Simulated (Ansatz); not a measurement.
The lowest singlet and triplet of P2 (SMILES P#P); geometries from B3LYP-D3(BJ)/def2-TZVP, each state relaxed from the structure named, with no frequency check.
Singlet at the triplet's geometry (charge 0, multiplicity 1):
```xyz
2

P      0.0000     0.0000    -1.0351
P      0.0000     0.0000     1.0351
```

```csv
level,"gap E(singlet) − E(triplet), vertical, at the triplet's geometry (eV)",cost
R-SVWN5/def2-TZVPP,-2.312,×0.6
U-SVWN5/def2-TZVPP,-2.312,×0.6
R-PBE/def2-TZVPP,-2.054,×1
U-PBE/def2-TZVPP,-2.054,×1
R-r2SCAN/def2-TZVPP,-1.850,×2
U-r2SCAN/def2-TZVPP,-1.850,×3
R-B3LYP/def2-TZVPP,-1.921,×0.8
U-B3LYP/def2-TZVPP,-1.921,×1
R-PBE0/def2-TZVPP,-1.781,×1
U-PBE0/def2-TZVPP,-1.781,×2
R-BHLYP/def2-TZVPP,-1.588,×1
U-BHLYP/def2-TZVPP (spin-contaminated),-1.625,×2
R-wB97X-V/def2-TZVPP,-1.781,×2
U-wB97X-V/def2-TZVPP,-1.782,×4
R-wB97M-V/def2-TZVPP,-2.003,×3
U-wB97M-V/def2-TZVPP,-2.003,×4
R-B2PLYP/def2-TZVPP,-2.215,×2
U-B2PLYP/def2-TZVPP (spin-contaminated),-1.841,×3
"SA-CASSCF(10,8)/cc-pV(D+d)Z",-2.037,-
"SA-CASSCF(10,8)/cc-pV(T+d)Z",-2.031,-
"SA-CASSCF(10,8)/cc-pV(Q+d)Z",-2.034,-
"SC-NEVPT2 on SA-CASSCF(10,8)/cc-pV(D+d)Z",-1.926,-
"SC-NEVPT2 on SA-CASSCF(10,8)/cc-pV(T+d)Z",-1.944,-
"SC-NEVPT2 on SA-CASSCF(10,8)/cc-pV(Q+d)Z",-1.969,-
"FIC-NEVPT4(SD) on SA-CASSCF(10,8)/cc-pV(D+d)Z",-1.869,-
"FIC-NEVPT4(SD) on SA-CASSCF(10,8)/cc-pV(T+d)Z",-1.894,-
"FIC-NEVPT4(SD) on SA-CASSCF(10,8)/cc-pV(Q+d)Z",-1.922,-
"FIC-MRCISD+Q on SA-CASSCF(10,8)/cc-pV(D+d)Z",-1.883,-
"FIC-MRCISD+Q on SA-CASSCF(10,8)/cc-pV(T+d)Z",-1.915,-
"FIC-MRCISD+Q on SA-CASSCF(10,8)/cc-pV(Q+d)Z",-1.944,-
```

The rows run from -2.312 (R-SVWN5/def2-TZVPP) to -1.588 eV (R-BHLYP/def2-TZVPP). The 9 R-functionals in def2-TZVPP without D3 or D4 span 0.724, from R-SVWN5 to R-BHLYP.

A positive gap puts the triplet lower; no zero-point energy. R- takes a restricted singlet. U- takes an unrestricted singlet (broken symmetry where lower, unprojected). The triplet is unrestricted in single-reference levels. Active spaces average the two states.

Cores are frozen in the correlated methods.

Doubts at one or more of the structures used: a restricted determinant that unrestricted orbitals would lower (R-BHLYP/def2-TZVPP, R-B2PLYP/def2-TZVPP).

Run with Ansatz (an electronic-structure program). Each number belongs to the level named beside it.

Costs are rough ratios of core time to R-PBE/def2-TZVPP (about 5 s over the structures, on one shared machine); a dash marks a level with no comparable run of its own.
